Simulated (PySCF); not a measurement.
Ga(H)(OAc)2, C₄H₇GaO₄, SMILES [GaH]([O]C(=O)C)[O]C(=O)C, GFN2-xTB optimised geometry.

```
16

Ga    -0.54    -0.34     0.00
H     -1.43    -1.56     0.00
O      0.36    -0.32     1.90
C      1.43    -0.30     1.27
C      2.75    -0.24     1.99
O      1.42    -0.34     0.00
H      3.49     0.25     1.37
H      3.07    -1.26     2.19
H      2.63     0.28     2.94
O     -1.13     1.53     0.00
C     -1.09     1.56    -1.27
C     -1.40     2.84    -1.99
O     -0.79     0.52    -1.90
H     -1.55     2.64    -3.04
H     -0.56     3.51    -1.86
H     -2.27     3.30    -1.54
```

Density from PBE0/def2-TZVP (PySCF) at that geometry.

Minimum of the electron density along straight lines between bonded atoms, close to the bond critical point (lines longer than 1.1 times the sum of covalent radii, or with two minima, are not listed):

| bond | length / Å | ρ at the minimum / e bohr⁻³ | ∇²ρ there / e bohr⁻⁵ | position (fraction from the first atom) |
|---|---|---|---|---|
| Ga1–H2 | 1.513 | 0.128 | 0.16 | 0.61 |
| O3–C4 | 1.247 | 0.394 | -0.44 | 0.67 |
| C4–C5 | 1.496 | 0.267 | -0.73 | 0.53 |
| Ga1–O6 | 1.963 | 0.091 | 0.40 | 0.47 |
| C4–O6 | 1.274 | 0.370 | -0.57 | 0.34 |
| C5–H7 | 1.086 | 0.281 | -0.97 | 0.65 |
| C5–H8 | 1.089 | 0.275 | -0.94 | 0.64 |
| C5–H9 | 1.086 | 0.281 | -0.98 | 0.65 |
| Ga1–O10 | 1.961 | 0.092 | 0.40 | 0.47 |
| O10–C11 | 1.274 | 0.370 | -0.57 | 0.66 |
| C11–C12 | 1.496 | 0.267 | -0.73 | 0.53 |
| C11–O13 | 1.246 | 0.394 | -0.44 | 0.34 |
| C12–H14 | 1.086 | 0.282 | -0.98 | 0.65 |
| C12–H15 | 1.089 | 0.276 | -0.94 | 0.64 |
| C12–H16 | 1.087 | 0.279 | -0.96 | 0.64 |
